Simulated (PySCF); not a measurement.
Al(OH)4 (AlH₄O₄), SMILES [OH][Al-]([OH])([OH])[OH], charge -1.

The structure is a stationary point at B3LYP-D3(BJ)/def2-SVPD. The isomer is the one that the SMILES or the coordinates give; other isomers of the formula were not compared. The values are those of a single conformer.

All values below come from PySCF with C-PCM-ωB97X/def2-SVPD.

The values are the electrostatic part of the solvation free energy, E(continuum) − E(gas) at the gas-phase geometry, in a cavity of scaled van der Waals radii (PySCF's table); cavitation and dispersion terms are not included. A continuum can't describe solvent molecules that bind to the metal. In vacuum the orbital gap is 10.86 eV.

Computed values in water (ε = 78.36), methanol (ε = 32.61), chlorobenzene (ε = 5.70):
| solvent | ε | ΔG(elec) (kcal/mol) | gap (eV) |
|---|---|---|---|
| water | 78.36 | -64.2 | 11.84 |
| methanol | 32.61 | -63.0 | 11.82 |
| chlorobenzene | 5.70 | -53.4 | 11.69 |
